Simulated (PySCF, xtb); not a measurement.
GeH7NSi, SMILES [GeH3][NH][SiH3].

Harmonic wavenumbers (cm⁻¹) from GFN2-xTB (xtb 6.7.1) at its own minimum, in rising order: 90, 103, 156, 345, 505, 534, 553, 584, 668, 747, 765, 800, 812, 819, 849, 914, 1152, 1934, 2014, 2071, 2178, 2248, 2257, 3445.

What does B3LYP-D3(BJ)/def2-SVP run with PySCF give at its own minimum? (The exact figures need the calculation; the answer reports its results.)

53, 65, 182, 344, 523, 601, 633, 709, 787, 841, 866, 895, 926, 943, 976, 1005, 1190, 2099, 2125, 2152, 2178, 2207, 2229, 3575. Paired by order, the mean absolute difference is 77 cm⁻¹ and the zero-point energies are 37.9 and 40.2 kcal/mol.
